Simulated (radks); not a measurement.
Q: All-electron atom: Bi40+ in [Ar] 3d10 4s2 4p4 4d7 5s2 (not the ground configuration). Calculated with a radial shooting solver on a logarithmic mesh with Libxc functionals: Dirac Kohn-Sham, PBEsol, spin-unpolarised, spherical densities, finite nucleus; open shells fill j = l - 1/2 first; Fermi nuclear charge, rms radius 5.5211 fm.

Spin-orbit splittings of the eigenvalues, e(l+1/2) - e(l-1/2), with zeta = 2 splitting/(2l+1) and mean radii in bohr:

shell  occ.  splitting (eV)  zeta (eV)  <r> j=l-1/2  <r> j=l+1/2
2p        6            2319       1546      0.05388      0.06292
3p        6               ?          ?       0.1602       0.1760
3d       10           112.7      45.06       0.1526       0.1574
4p        4           163.6      109.1       0.3446       0.3693
4d        7           34.15      13.66       0.3581       0.3650
5p        0           66.83      44.55       0.6147       0.6477

Estimate the 3p splitting.

A: 529.4 eV (zeta = 353.0 eV).
